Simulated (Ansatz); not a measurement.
`FB([SiH3])Br` + `C=N` → `C=NB(F)Br` + SiH₄  (cleavage of the B–Si bond)

Gas-phase electronic energies from Ansatz, PBE0-D4/def2-TZVP geometries. CCSD(T)/CBS adds triple-zeta CCSD(T) − MP2 to the extrapolated MP2 energy (def2 sets, frozen cores). This one scheme is used for every species. Functionals use def2-TZVPP. B3LYP here is the variant with VWN-RPA as its local correlation; programs differ in this. For Br outer-core shells are correlated without core-valence functions, which leaves a few kJ/mol of doubt a bond. Scalar relativity is left out up to krypton. One conformer a species, not always the lowest.

```tsv
level	ΔE (kJ/mol)
r2SCANh-D4	-99.5
r2SCAN0-D4	-100.0
PBE	-91.7
BLYP	-99.7
B3LYP	-102.0
r2SCANh	-99.3
MP2/def2-SVP	-115.1
HF/def2-QZVPP	-104.2
```

Q: What does CCSD(T)/CBS give? (Estimate.)

A: Ansatz gave: -89.9 kJ/mol. The listed levels differ from it by -9.6, -10.1, -1.8, -9.8, -12.1, -9.4, -25.2, -14.3 kJ/mol.

Q: What do rigid-rotor, harmonic-oscillator terms from PBE0-D4/def2-TZVP frequencies (298.15 K, 1 bar) make of the CCSD(T)/CBS value? (Best estimate.)

A: Ansatz gave: ΔZPE = -6.1 kJ/mol, ΔH = -96.4 kJ/mol, ΔS = -33 J/(mol·K), ΔG = -86.6 kJ/mol. Modes under 50 cm⁻¹ make the entropy rough.

Largest T1 diagnostic among the species: 0.012.

In def2-TZVPP, CCSD(T) changes the Hartree–Fock value by +12.9 kJ/mol (the triples alone add +1.3 kJ/mol) and MP2 by +4.7 kJ/mol. From BLYP to BHLYP (50 % exact exchange), in def2-TZVPP and without D4, ΔE moves by −5.3 kJ/mol. Leaving LDA and LC-ωPBE aside and taking each functional with its dispersion term where it has one, the values, not all of them listed here, spread over 13.0 kJ/mol, from CAM-B3LYP-D4 to PBE-D4. LDA lies −13.9 kJ/mol from PBE without D4.
